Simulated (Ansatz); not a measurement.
System: SiAsH4, charge 0, doublet. SiAsH4 (SMILES [SiH2][AsH2], doublet).
B3LYP-D3(BJ)/def2-TZVP minimum from Ansatz (an electronic-structure program):
```
Si
H 1 1.4898
H 1 1.4898 2 107.93
As 1 2.3749 2 108.49 3 117.37
H 4 1.5241 1 94.33 2 168.24
H 4 1.5241 5 93.15 1 94.58
```
Charge 0, spin multiplicity 2.

Total energies in hartree (Ansatz). Radicals and triplets start from unrestricted determinants; spin-orbit coupling is neglected. Correlated methods leave the cores frozen (noble-gas shells, and filled d and f shells in the p block). No relativity. Where a partner has so few electrons that a lower coupled-cluster level is exact, that level stands in.

| species | HF/def2-TZVPP | CCSD(T)/def2-TZVPP | HF/def2-QZVPP | CCSD(T)/def2-QZVPP | CCSDT(Q)/def2-TZVPP |
|---|---|---|---|---|---|
| 1: SiAsH4 (SMILES [SiH2][AsH2], doublet) | -2525.43266 | -2525.73912 | -2525.48691 | -2525.80965 | -2525.74114 |
| 2: Si (triplet) | -288.85084 | -288.92770 | -288.85873 | -288.93839 | -288.92853 |
| 3: As (quartet) | -2234.19417 | -2234.28293 | -2234.23914 | -2234.33210 | -2234.28356 |
| 4: H (doublet) | -0.49981 | -0.49981 | -0.49998 | -0.49998 | -0.49981 |

Question: Work out the atomisation energy (electronic, to ground-state atoms) in kJ/mol: take Hartree-Fock from def2-QZVPP, extrapolate the CCSD(T) correlation energy as X^-3 (X = 3, 4), and add CCSDT(Q) - CCSD(T) in def2-TZVPP. 1 hartree = 2625.5 kJ/mol.

Answer: 
Species 1: correlation (64·(-0.32274) - 27·(-0.30646))/37 = -0.33462; step -0.00202; E1 = -2525.48691 + (-0.33462) + (-0.00202) = -2525.82355
Species 2: correlation (64·(-0.07966) - 27·(-0.07686))/37 = -0.08170; step -0.00083; E2 = -288.85873 + (-0.08170) + (-0.00083) = -288.94126
Species 3: correlation (64·(-0.09296) - 27·(-0.08876))/37 = -0.09602; step -0.00063; E3 = -2234.23914 + (-0.09602) + (-0.00063) = -2234.33579
Species 4: correlation (64·(0.00000) - 27·(0.00000))/37 = 0.00000; step +0.00000; E4 = -0.49998 + (0.00000) + (+0.00000) = -0.49998
-1·E1 +1·E2 +1·E3 +4·E4 = 0.54658 hartree = 1435.0 kJ/mol.
